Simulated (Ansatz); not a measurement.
lithium hydride (HLi), singlet, at a GFN2-xTB geometry (such geometries of metal compounds can be far from the true shape), atoms displaced at random by about 0.08 Å a coordinate; HF/def2-TZVP, gradient run with Ansatz (a quantum-chemistry and plane-wave program).

Input for Ansatz:
Ansatz 0.2 input:
```yaml
crystal:
  periodic: [false, false, false]
  atoms:
    - {symbol: Li, position_ang: [-0.03456497, 0.15794682, -0.49338736]}
    - {symbol: H, position_ang: [-0.05174996, 0.01567949, 0.96354007]}
basis:
  gaussian:
    orbitals: def2-TZVP
hamiltonian:
  xc: hf
output: {forces: true}
```

Q: Predict the main parts of the log of this Ansatz run.

A: 
```
Functional definition: HF
200 factors; integrals over basis functions are off by at most 1.0e-3 eV
mean field evaluation 1: about -217.0388 eV, gradient 6.8e0 eV
mean field evaluation 2: about -217.0406 eV, gradient 6.8e0 eV
mean field evaluation 4: about -217.2098 eV, gradient 2.5e-1 eV
mean field evaluation 8: about -217.2107 eV, gradient 2.4e-6 eV
mean field -217.21068561 eV, -7.9823454654 hartree, gradient 6.8e-6 eV, S^2 0.000000; 0 other end points of the search recorded, 0 dependent functions left out
the calculation of the forces begins
reference -217.21068561 eV, -7.9823454654 hartree; 2, 2 occupied and 18, 18 virtual orbitals, 200 factors
Total energy: -217.21068561 eV, -7.9823454654 hartree
Atom 0 at    -0.034565     0.157947    -0.493387 Å, force     0.014046     0.116280    -1.190799 eV/Å
Atom 1 at    -0.051750     0.015679     0.963540 Å, force    -0.014046    -0.116280     1.190799 eV/Å
Dipole moment:     0.014117     0.116870    -1.196838 e Å
```
